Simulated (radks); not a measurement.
Valence configurations of the thulium ion Tm3+ (all share [Xe]). Method: Dirac Kohn-Sham, PBE, spin-unpolarised, spherical densities, point nucleus; open shells fill j = l - 1/2 first; computed with a radial shooting solver on a logarithmic mesh with Libxc functionals. Energies are relative to 4f12; eigenvalues in eV.

4f12: E (eV) 0.000; e(4f5/2) -36.331; e(4f7/2) -35.058
4f11 5d1: E (eV) 12.372; e(4f5/2) -43.752; e(4f7/2) -42.410; e(5d3/2) -27.263
4f11 6s1: E (eV) 15.067; e(4f5/2) -47.126; e(4f7/2) -45.781
4f11 5d0.5 6p0.5: E (eV) 16.370; e(4f5/2) -45.940; e(4f7/2) -44.596; e(5d3/2) -28.814; e(6p1/2) -20.474
4f11 6p1: E (eV) 20.708; e(4f5/2) -48.165; e(4f7/2) -46.819; e(6p1/2) -21.358
4f10 6s2: E (eV) 39.094; e(4f5/2) -59.046; e(4f7/2) -57.627
4f10 6p2: E (eV) 51.332; e(4f5/2) -61.045; e(4f7/2) -59.624; e(6p1/2) -23.641
4f9 5d1 6s2: E (eV) 66.109; e(4f5/2) -68.005; e(4f7/2) -66.513; e(5d3/2) -36.039
4f9 5d1 6p2: E (eV) 78.779; e(4f5/2) -69.973; e(4f7/2) -68.481; e(5d3/2) -37.597; e(6p1/2) -24.165
4f9 6p3: E (eV) 94.500; e(4f5/2) -75.165; e(4f7/2) -73.668; e(6p1/2) -25.893; e(6p3/2) -24.427

NIST lists [Xe] 4f12 as the ground configuration; this level of theory agrees among the configurations tried. The energies are those of spherical spin-averaged densities, not of single terms.
